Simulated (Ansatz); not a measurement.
`C#C[SiH2][GaH2]` + `[ZnH2]` → `C#[C][ZnH]` + `[SiH3][GaH2]`  (formal exchange of groups at a C–Si bond)

Computed with Ansatz on PBE0-D4/def2-TZVP structures; ΔE is electronic, products minus reactants. CCSD(T)/CBS is the MP2 limit (def2-TZVPP, def2-QZVPP) plus CCSD(T) − MP2 in def2-TZVPP, frozen cores. DFT in def2-TZVPP. For Ga, Zn outer-core shells are correlated without core-valence functions, which leaves a few kJ/mol of doubt a bond. Scalar relativity is left out up to krypton.

`C#C[SiH2][GaH2]`:

Cartesian coordinates in Å:
```
C 0.543 2.139 -1.380
C 0.677 1.146 -0.709
Si 0.794 -0.366 0.307
Ga -1.387 -1.305 0.760
H 0.433 3.018 -1.974
H 1.492 -0.023 1.577
H 1.644 -1.352 -0.417
H -2.696 -0.668 0.173
H -1.499 -2.590 1.662
```

`[ZnH2]`:

```xyz
3

Zn    0.000    0.000    0.000
H    -1.505   -0.335    0.091
H     1.505    0.335   -0.091
```

`C#[C][ZnH]`:

Cartesian coordinates in Å:
```
C -0.025 -1.437 0.635
C -0.008 -0.329 0.147
Zn 0.023 1.392 -0.614
H -0.039 -2.413 1.064
H 0.049 2.788 -1.233
```

`[SiH3][GaH2]`:

```xyz
7

Si    0.244    0.513   -0.865
Ga   -0.355   -0.661    1.157
H     1.002    1.761   -0.570
H    -0.935    0.874   -1.699
H     1.130   -0.361   -1.689
H     0.677   -0.783    2.338
H    -1.762   -1.343    1.327
```

CCSD(T)/CBS gives -0.19 eV.

Task: Another level gave -0.14 eV. Which?
A. RPA@PBE/def2-TZVPP
B. B2PLYP/def2-TZVPP
C. PBE-D4/def2-TZVPP
D. B97M-V/def2-TZVPP

Result: C. PBE-D4 -0.14, B2PLYP -0.20, RPA@PBE/def2-TZVPP -0.25, B97M-V -0.08 eV.

Largest T1 diagnostic among the species: 0.016.

The D4 term adds +0.05 eV with B3LYP and +0.03 eV with PBE0; it sums over pairs of atoms, weighted by their polarisabilities, and B3LYP, whose exchange is more repulsive, gets the larger term. Leaving LDA and LC-ωPBE aside and taking each functional with its dispersion term where it has one, the values, not all of them listed here, spread over 0.13 eV, from PBE-QIDH to B97M-V. At CCSD(T), def2-SVP lies −0.12 eV from the extrapolated value and def2-TZVPP −0.04 eV.

B3LYP here is the variant with VWN-RPA as its local correlation; programs differ in this.
